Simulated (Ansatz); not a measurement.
Calculated with Ansatz (gas phase, PBE0-D4/def2-TZVP geometries, no zero-point term in ΔE). CCSD(T)/CBS is the MP2 limit (def2-TZVPP, def2-QZVPP) plus CCSD(T) − MP2 in def2-TZVPP, frozen cores. DFT in def2-TZVPP. B3LYP here is the variant with VWN-RPA as its local correlation; programs differ in this. For Ga outer-core shells are correlated without core-valence functions, which leaves a few kJ/mol of doubt a bond. Scalar relativity is left out up to krypton. Each species was taken in one conformer, which may not be the lowest.

Consider the formal exchange of groups at a Ga–O bond: `[NH2][Ga]([F])[O][SiH3]` + `SC1=CC1` → `[NH2][Ga]([F])[SH]` + `[SiH3]OC1=CC1`.

| level | ΔE (kJ/mol) |
| --- | --- |
| PBE0 | 12.0 |
| B3LYP | 17.7 |
| HF/CBS(def2) | 23.4 |
| MP2/CBS(def2) | 29.8 |

(1) What does CCSD(T)/CBS give? (An estimate is asked.)

Largest T1 diagnostic among the species: 0.013.

Answers

(1) Ansatz gave: +23.2 kJ/mol. The listed levels differ from it by -11.2, -5.5, 0.2, 6.6 kJ/mol.
